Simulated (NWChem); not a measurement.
System meant: GaCl, singlet; SMILES [Cl][Ga]

The following NWChem deck was run.

```
start job
memory heap 200 mb stack 900 mb global 1100 mb
geometry units angstroms noautoz
  Ga     0.000000     0.000000    -0.810909
  Cl     0.000000     0.000000     1.443598
end
basis spherical
  Ga library def2-svp
  Cl library def2-svp
end
dft
  odft
  mult 2
  xc pbe0
  iterations 150
  mulliken
end
task dft energy
```

End of the output:

```
 ==============================================================================
                                internuclear distances
 ------------------------------------------------------------------------------
       center one      |      center two      | atomic units |  angstroms
 ------------------------------------------------------------------------------
    2 Cl               |   1 Ga               |     4.26040  |     2.25451
 ------------------------------------------------------------------------------
                         number of included internuclear distances:          1
 ==============================================================================

 Summary of "ao basis" -> "" (spherical)
 ------------------------------------------------------------------------------
       Tag                 Description            Shells   Functions and Types
 ---------------- ------------------------------  ------  ---------------------
 Ga                         def2-svp                12       32   5s4p3d
 Cl                         def2-svp                 8       18   4s3p1d

                                 NWChem DFT Module
                                 -----------------

 Summary of "ao basis" -> "ao basis" (spherical)
 ------------------------------------------------------------------------------
       Tag                 Description            Shells   Functions and Types
 ---------------- ------------------------------  ------  ---------------------
 Ga                         def2-svp                12       32   5s4p3d
 Cl                         def2-svp                 8       18   4s3p1d

      Symmetry analysis of basis
      --------------------------

        a1         20
        a2          0
        b1          4
        b2          4
        e          22

  number of electrons :                   48
  multiplicity        :                    2
 ------------------------------------------------------------------------
  no. of electrons and multiplicity not compatible                  48
 ------------------------------------------------------------------------
 ------------------------------------------------------------------------
  current input line :
    18: task dft energy
 ------------------------------------------------------------------------
 ------------------------------------------------------------------------
 There is an error in the input file
 ------------------------------------------------------------------------
 For more information see the NWChem manual at https://nwchemgit.github.io

0: no. of electrons and multiplicity not compatible:Received an Error in Communication
```

### Question
Can this run be used? If not, why, and what is the fix?

### Answer
The input was rejected before any calculation. Cause: the multiplicity doesn't fit the number of electrons (an even count wants an odd multiplicity, and the reverse). This input runs:
```
start job
memory heap 200 mb stack 900 mb global 1100 mb
geometry units angstroms noautoz
  Ga     0.000000     0.000000    -0.810909
  Cl     0.000000     0.000000     1.443598
end
basis spherical
  * library def2-svp
end
dft
  xc pbe0
  iterations 150
  mulliken
end
task dft energy
```
It converges to -2384.32165 Ha (PBE0/def2-SVP).
